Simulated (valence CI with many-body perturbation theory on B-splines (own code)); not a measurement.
## Questions on K¹³⁺

Computed by valence CI with perturbative core correlation (CI+MBPT): four valence electrons over a frozen Dirac-Fock core [He], a basis of 11 s, 11 p, 10 d, 8 f, 5 g, 2 h functions for each j, with the one-electron correlation potential Σ1 (screened to all orders), the two-electron term Σ2, the three-electron term Σ3, Breit, model QED; selected single and double excitations, second order for the rest, scaled by the run's own slope (own B-spline code, finite nucleus).

No measured spectrum was set against this ion. As an estimate, levels of excited configurations hold to 0.05 to 0.15 % of their energy, terms of the ground configuration to about 0.5 %. Among the levels kept, up to 940 cm⁻¹ of a level comes from second order outside the variational space, and about a tenth of that is noise between levels of different J, which matters for small intervals.

Rates and lifetimes use the calculated energies. Strong lines usually hold to 10 to 20 %, long lifetimes can be off by a factor of two.

Q: What is the ground level?

A: 2s²2p² ³P_0, composition 96 % 2s²2p² ³P + 2 % 2s²2p² ¹S.

Q: Where does the other parity begin?

A: At 2s2p³ ⁵S°_2, 31.05 eV.

Q: Among levels below 574.69 eV, which E1 lines absorb most strongly from the ground level?

A: to 2s²2p3d ³D°_1 at 2.569 nm, f = 1.19; to 2s2p²3p ³D°_1 at 2.486 nm, f = 0.225; to 2s2p³ ³D°_1 at 21.76 nm, f = 0.0741.

Q: How well does LS coupling describe the low levels?

A: Among the lowest 20 levels the leading LS term, summed over configurations, holds 98 % on average. For single configurations the figures are 97 % in LS and 69 % in jj coupling. Terms mix most in the J = 2 level at 66.98 eV, where the leading one holds 95 %.

Q: How is the term ³P of the ground level split?

A: J = 0 at 0.00, J = 1 at 1.64, J = 2 at 3.50 eV.
